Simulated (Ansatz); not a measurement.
```yaml
crystal:
  periodic: [false, false, false]
  atoms:
    - {symbol: Al, position_ang: [0.339345, -0.319787, -0.374574]}
    - {symbol: Al, position_ang: [-1.150012, 1.694980, 0.159496]}
    - {symbol: Al, position_ang: [-0.734042, 0.082484, 1.916249]}
    - {symbol: Cl, position_ang: [1.544709, -1.457677, -1.701172]}
basis:
  gaussian: {orbitals: "6-31G*"}
hamiltonian: {xc: {name: B2GP-PLYP}}
scf: {omitted_lower_state_checks: [starts]}
output: {forces: true}
```

```sh
$ ansatz run in.yaml --threads 4 --pin off --events-out ev --progress --plain --max-ram 3916MiB
```

Output, abridged:

```
Functional definition: B2GP-PLYP
659 factors; integrals over basis functions are off by at most 7.7e-4 eV
mean field evaluation 1: about -32288.8065 eV, gradient 1.3e1 eV
mean field evaluation 2: about -32288.9343 eV, gradient 1.3e1 eV
mean field evaluation 4: about -32289.6890 eV, gradient 1.0e0 eV
mean field evaluation 8: about -32289.7028 eV, gradient 6.2e-2 eV
mean field evaluation 16: about -32289.7029 eV, gradient 1.3e-4 eV
mean field -32289.70291044 eV, -1186.6246952120 hartree, gradient 7.7e-6 eV, S^2 0.000000; 0 other end points of the search recorded, 0 dependent functions left out; unrestricted orbitals would lower it
20 core orbitals not correlated: weight in the atoms' cores, before any rotation towards them, 1.000 or more for the frozen orbitals, at most 0.000 for the correlated occupied ones
reference -32289.70301401 eV, -1186.6246990179 hartree; 8, 8 occupied and 48, 48 virtual orbitals, 659 factors
second order -10.07105750 eV of doubles, -0.00000000 eV of singles
Total energy: -32293.32859471 eV, -1186.7579366511 hartree
Atom 0 at     0.339345    -0.319787    -0.374574 Å, force     0.046751    -0.044496    -0.050738 eV/Å
Atom 1 at    -1.150012     1.694980     0.159496 Å, force     0.007027    -0.008262    -0.004792 eV/Å
Atom 2 at    -0.734042     0.082484     1.916249 Å, force     0.005444    -0.003439    -0.009091 eV/Å
Atom 3 at     1.544709    -1.457677    -1.701172 Å, force    -0.059221     0.056197     0.064621 eV/Å
Dipole moment:    -0.247130     0.233301     0.271992 e Å
Checks for a lower state left out: starts
```

Hardware: 4 threads of Arm Neoverse V2 on a shared host. Wall time 2 s.

The 6-31G sets use Cartesian d functions. Correlated methods freeze 20 core orbitals. The restricted singlet is unstable: a solution with broken spin symmetry lies lower.
